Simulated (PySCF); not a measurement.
Vertical excitations of a molecule C2H7AlOS from PySCF with TDDFT-ωB97X/def2-SVPD, as energy in eV (oscillator strength): 5.85 (0.015), 6.20 (0.039), 6.41 (0.055), 6.90 (0.001), 7.14 (0.259), 7.32 (0.022), 7.72 (0.089), 7.75 (0.044), 7.89 (0.012), 8.00 (0.039). Lowest triplet (TDA): 5.51 eV. Geometry: TPSSh-D3(BJ)/def2-SVP. Other conformers were not sampled.

Q: Identify the compound among the candidates.
A. C[S][Al]([CH3])[OH]
B. C[O][AlH][S]C
C. C[O][Al]([CH3])[SH]

A: A, C[S][Al]([CH3])[OH]
